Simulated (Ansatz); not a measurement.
Consider the ligand exchange at the In–C bond: `C[CH2][InH2]` + `CNC` → `C[N](C)[InH2]` + `CC`.

Program: Ansatz. Geometries: PBE0-D4/def2-TZVP. ΔE: electronic, gas phase. CCSD(T)/CBS adds triple-zeta CCSD(T) − MP2 to the extrapolated MP2 energy (def2 sets, frozen cores). This one scheme is used for every species. DFT in def2-TZVPP. B3LYP here is the variant with VWN-RPA as its local correlation; programs differ in this. HSE06 is defined as in plane-wave codes. def2 core potentials past Kr. For In outer-core shells are correlated without core-valence functions, which leaves a few kJ/mol of doubt a bond.

```tsv
level	ΔE (kcal/mol)	difference from CCSD(T)/CBS
LDA (SPW92)	-14.6	-0.4
PBE-D4	-13.5	0.7
revPBE-D4	-13.4	0.8
BLYP-D4	-14.9	-0.7
r2SCAN-D4	-14.0	0.2
B97M-V	-14.5	-0.3
PBE0-D4	-12.3	1.9
B3LYP-D4	-13.8	0.4
r2SCANh-D4	-13.5	0.7
r2SCAN0-D4	-12.7	1.5
HSE06-D4	-12.2	2.0
BHLYP-D4	-12.9	1.3
CAM-B3LYP-D4	-13.6	0.6
ωB97X-V	-12.7	1.5
ωB97M-V	-12.3	1.9
PBE-QIDH	-12.7	1.5
BLYP	-13.8	0.4
r2SCAN	-13.9	0.3
PBE0	-11.8	2.4
B3LYP	-12.9	1.3
r2SCANh	-13.3	0.9
r2SCAN0	-12.5	1.7
HSE06	-11.8	2.4
BHLYP	-12.2	2.0
CAM-B3LYP	-13.1	1.1
LC-ωPBE	-11.9	2.3
RPA@PBE/def2-TZVPP	-13.9	0.3
HF/def2-SVP	-11.7	2.5
MP2/def2-SVP	-15.9	-1.7
CCSD/def2-SVP	-14.9	-0.7
CCSD(T)/def2-SVP	-15.7	-1.5
HF/def2-TZVPP	-10.9	3.3
MP2/def2-TZVPP	-14.3	-0.1
SCS-MP2/def2-TZVPP	-13.9	0.3
CCSD/def2-TZVPP	-12.9	1.3
MP2/def2-QZVPP	-14.6	-0.4
SCS-MP2/def2-QZVPP	-14.2	0.0
HF/CBS(def2)	-11.0	3.2
MP2/CBS(def2)	-14.7	-0.5
CCSD/CBS(def2)	-13.4	0.8
CCSD(T)/CBS	-14.2	0
```

Largest T1 diagnostic among the species: 0.017.

From r2SCAN to r2SCAN0 (25 % exact exchange), in def2-TZVPP and without D4, ΔE moves by +1.3 kcal/mol. The D4 term adds −0.9 kcal/mol with B3LYP and −0.5 kcal/mol with PBE0; it sums over pairs of atoms, weighted by their polarisabilities, and B3LYP, whose exchange is more repulsive, gets the larger term.
